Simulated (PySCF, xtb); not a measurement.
HfCl4, SMILES [Cl][Hf]([Cl])([Cl])[Cl], multiplicity 1.

GFN2-xTB (xtb) at its own geometry gives an orbital gap of 2.85 eV and a dipole moment of 0.00 D.

Geometry optimised at B3LYP-D3(BJ)/def2-SVP. The multiplicity is an assumed one; other spin states were not compared. The isomer is the one that the SMILES or the coordinates give; other isomers of the formula were not compared. The def2 effective core potentials stand for the cores of Hf; spin–orbit coupling is left out.

Q: What does PBE0/def2-TZVP (PySCF) give? (The exact figures need the calculation; the answer reports its results.)

A: gap 7.44 eV (levels -9.72 and -2.28 eV), dipole 0.00 D.
